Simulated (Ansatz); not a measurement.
`[SiH3]/C=C/Cl` + `CC=N` → `C/C=N\[SiH3]` + `C=CCl` at 400 K and 1 bar (ligand exchange at the Si–C bond).

Calculated with Ansatz (gas phase, PBE0-D4/def2-TZVP geometries, no zero-point term in ΔE). CCSD(T)/CBS is the MP2 limit (def2-TZVPP, def2-QZVPP) plus CCSD(T) − MP2 in def2-TZVPP, frozen cores. This one scheme is used for every species. Double bonds are as drawn, so ΔE can hold a change between cis and trans. Each species was taken in one conformer, which may not be the lowest.

```json
{"species": "`[SiH3]/C=C/Cl`", "CCSD(T)/CBS energy (Eh)": "-827.94021", "H − E (kJ/mol)": "180.4", "S (J/(mol·K))": "347.3"}
{"species": "`CC=N`", "CCSD(T)/CBS energy (Eh)": "-133.79309", "H − E (kJ/mol)": "199.7", "S (J/(mol·K))": "281.6"}
{"species": "`C/C=N\\[SiH3]`", "CCSD(T)/CBS energy (Eh)": "-424.08411", "H − E (kJ/mol)": "248.5", "S (J/(mol·K))": "350.0"}
{"species": "`C=CCl`", "CCSD(T)/CBS energy (Eh)": "-537.65823", "H − E (kJ/mol)": "130.0", "S (J/(mol·K))": "280.5"}
```

H − E and S are ideal-gas, rigid-rotor, harmonic terms from PBE0-D4/def2-TZVP, for one conformer and one mirror image of each species. 1 Eh = 2625.50 kJ/mol, R = 8.31446 J/(mol·K).

Question: By hand: ΔE, ΔH, ΔS and ΔG.

Answer: ΔE = (-424.08411) + (-537.65823) − (-827.94021) − (-133.79309) = -0.00904 Eh = -23.7 kJ/mol. Δ(H − E) = 248.5 + 130.0 − 180.4 − 199.7 = -1.6, so ΔH = -25.3 kJ/mol. ΔS = 350.0 + 280.5 − 347.3 − 281.6 = 1.6 J/(mol·K). ΔG = -25.3 − 400 × (1.6)/1000 = -25.9 kJ/mol.

Question: By hand: the equilibrium constant, and the temperature at which ΔG would vanish if ΔH and ΔS stayed fixed.

Answer: log₁₀ K = −ΔG/(RT ln 10) = 3.4. ΔH and −TΔS have one sign here, so there is no such temperature. One of them is within its doubt of zero, so this could turn.

The number of gas molecules stays the same, so ΔS is small and ΔH decides. A doubt of 5 kJ/mol in ΔE shifts log₁₀ K by 0.7 here. Other conformers and mirror images would add mixing entropy, several J/(mol·K) or more a flexible species. These are equilibria of isolated gas molecules and say nothing of rates. Largest T1 diagnostic: 0.013 (customary marks: 0.02 for closed shells, 0.045 for open ones).
